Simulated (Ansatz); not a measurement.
System: C₃H₈O, net charge 0, singlet state. SMILES: OCCC
Geometry from a B3LYP-D3(BJ)/def2-TZVP (Ansatz, an electronic-structure program) optimisation:
```
C
H 1 1.0931
H 1 1.0931 2 106.71
C 1 1.5158 2 108.50 3 116.72
H 4 1.0982 1 109.76 2 -178.75
H 4 1.0982 5 107.60 1 119.40
O 4 1.4257 5 110.66 6 121.00
H 7 0.9622 4 108.88 5 -59.59
C 1 1.5259 2 110.31 3 -119.84
H 9 1.0907 1 111.06 2 58.82
H 9 1.0927 10 107.62 1 -122.12
H 9 1.0927 10 107.62 11 -115.77
```
Charge 0, spin multiplicity 1.

Quantity: vertical triplet-singlet gap, E(triplet) - E(singlet), in eV. Set-up: each state is the SCF solution reached for its charge and spin; 6-31G* and kin with 6d, 5d where marked; non-relativistic; spin-orbit terms left out; 6-311+G** with 5d; UHF or UKS for open shells; dispersion terms only where a functional's name holds one. Ab initio and DFT rows: single points at B3LYP-D3(BJ) geometries (Ansatz). Levels can end on unlike triplets.

```
level             program  vertical triplet-singlet gap, E(triplet) - E(singlet) (eV)
----------------  -------  ----------------------------------------------------------
B3LYP/STO-3G       Ansatz                                                        9.53
B3LYP/3-21G        Ansatz                                                        7.53
B3LYP/6-31G*       Ansatz                                                        7.46
B3LYP/6-311+G**    Ansatz                                                        6.46
B3LYP/def2-TZVPD   Ansatz                                                        6.47
```

No value to compare with is used here. The 4 habitual levels span 6.46 (B3LYP/6-311+G**) to 9.53 eV (B3LYP/STO-3G); B3LYP/def2-TZVPD gives 6.47.

The sets are all those run for this method; runs whose electronic state is in doubt are left out.
